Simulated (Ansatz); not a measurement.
Z-matrix (Å, degrees):
```
B
O 1 1.3600
H 2 0.9591 1 111.63
O 1 1.3668 2 116.48 3 -180.00
H 4 0.9566 1 115.33 2 -179.99
O 1 1.3763 2 118.30 3 0.00
H 6 0.9572 1 115.82 2 -179.99
```
Charge +1, spin multiplicity 2.

Calculation: frozen-core CCSD(T)/def2-TZVPP // PBE0-D3(BJ)/def2-TZVP run with Ansatz (a quantum-chemistry and plane-wave program). The geometry is that of the parent before the electron was removed.

The HF energy comes out as -250.90128 Ha. The MP2 correlation energy is -0.75399 Ha.

Task: Estimate the CCSD correlation energy, the (T) correction, the total energy and the T1 diagnostic.

Result: 
```yaml
CCSD correlation energy: -0.77924 Ha
"(T) correction": -0.02905 Ha
CCSD(T) total energy: -251.70956 Ha
T1 diagnostic: 0.042
```
